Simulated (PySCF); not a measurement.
CaCl, SMILES [Cl][Ca+], charge +1. Atoms are numbered in the order given.

```xyz
2

Ca     0.0000     0.0000    -1.0652
Cl     0.0000     0.0000     1.2531
```
Charge +1, spin multiplicity 1.

The structure is a stationary point at PBE-D3(BJ)/def2-TZVPD. The spin state was assumed, not searched.

Calculation: TDA-CAM-B3LYP/def2-TZVPD in PySCF.

Vertical excitations; the highest root listed may be one member of a degenerate set. The molecule is in vacuum. State labels are in the subgroup C2v.

### Question
Estimate the UV-visible absorptions. (The exact figures need the calculation; the answer reports its results.)

### Answer

```tsv
state	symmetry	energy (eV)	λ (nm)	f	main pairs
S1	B2	4.59	270	0.016	HOMO→LUMO (degenerate set)
S2	B1	4.59	270	0.016	HOMO−1→LUMO (degenerate set)
S3	A1	5.15	241	0.019	HOMO−2→LUMO 92 %
S4	B1	5.84	212	0.000	HOMO→LUMO+3, HOMO−1→LUMO+2 (degenerate set)
S5	B2	5.84	212	0.000	HOMO−1→LUMO+3, HOMO→LUMO+2 (degenerate set)
S6	B2	5.92	209	0.010	HOMO→LUMO+2, HOMO−1→LUMO+3 (degenerate set)
S7	B1	5.92	209	0.010	HOMO−1→LUMO+2, HOMO→LUMO+3 (degenerate set)
S8	A2	6.06	204	0.000	HOMO→LUMO+4 39 %, HOMO−1→LUMO+5 39 %, HOMO→LUMO+6 11 %, HOMO−1→LUMO+7 11 %
S9	A2	6.12	203	0.000	HOMO−1→LUMO+5, HOMO→LUMO+4, HOMO−1→LUMO+7, HOMO→LUMO+6 (degenerate set)
S10	A1	6.12	203	0.000	HOMO→LUMO+5, HOMO−1→LUMO+4, HOMO→LUMO+7, HOMO−1→LUMO+6 (degenerate set)
T1	B1	4.52	274	0	HOMO−1→LUMO (degenerate set)
T2	B2	4.52	274	0	HOMO→LUMO (degenerate set)
T3	A1	4.99	248	0	HOMO−2→LUMO 92 %
T4	A1	5.80	214	0	HOMO→LUMO+5 34 %, HOMO−1→LUMO+4 34 %, HOMO→LUMO+7 16 %, HOMO−1→LUMO+6 16 %
```
Triplets are in the Tamm–Dancoff approximation.
